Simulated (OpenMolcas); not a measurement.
# Ionisation energies of selenium

```json
{"Program": "OpenMolcas 26.06", "Basis": "ANO-R2 [6s6p4d3f1g]", "Scalar Hamiltonian": "X2C, finite nucleus", "Spin-orbit coupling": "state interaction with AMFI integrals over the reference wave functions, term energies averaged over their components"}
```

Active shells in each charge state: the valence s, p shells, with orbitals averaged over the low states. Where CASPT2's correlated closed shells are named, they are those of the first ion.

A. CASSCF
B. SS-CASPT2, IPEA 0.25 Eh, imaginary shift 0.1 Eh (closed shells correlated: 3s 3p 3d)

Energies in eV between the lowest computed levels (charge -1 gives the electron affinity), named as in B; reference values from the NIST Atomic Spectra Database with their kind.

```
               From                   To       A       B  Spin-orbit share in B                Reference
Se- 4s2 4p5 2P* 3/2       Se 4s2 4p4 3P2   0.773   1.529                 -0.036                         
     Se 4s2 4p4 3P2  Se+ 4s2 4p3 4S* 3/2   8.470   9.417                 +0.102         9.752 (measured)
Se+ 4s2 4p3 4S* 3/2     Se2+ 4s2 4p2 3P0  20.344  21.193                 -0.311        21.196 (measured)
   Se2+ 4s2 4p2 3P0  Se3+ 4s2 4p 2P* 1/2  30.745  31.687                 +0.007        31.697 (measured)
Se3+ 4s2 4p 2P* 1/2         Se4+ 4s2 1S0  41.811  42.952                 +0.325        42.947 (measured)
       Se4+ 4s2 1S0       Se5+ 4s 2S 1/2  66.649  67.413                 +0.000  68.300 (semi-empirical)
     Se5+ 4s 2S 1/2        Se6+ 3d10 1S0  80.552  81.574                 +0.000        81.830 (measured)
```

Error against the reference values, in %:

| From | Reference | A | B |
| --- | --- | --- | --- |
| Se | measured | -13.1 | -3.4 |
| Se+ | measured | -4.0 | 0 |
| Se2+ | measured | -3.0 | 0 |
| Se3+ | measured | -2.6 | 0 |
| Se4+ | semi-empirical | -2.4 | -1.3 |
| Se5+ | measured | -1.6 | -0.3 |

Mean absolute error over the 5 measured values: A 1.10 eV, B 0.12 eV. B lies closest.

No diffuse functions were added, so the electron affinity comes out too small, and without dynamic correlation a bound anion can come out unbound.

* marks odd parity.
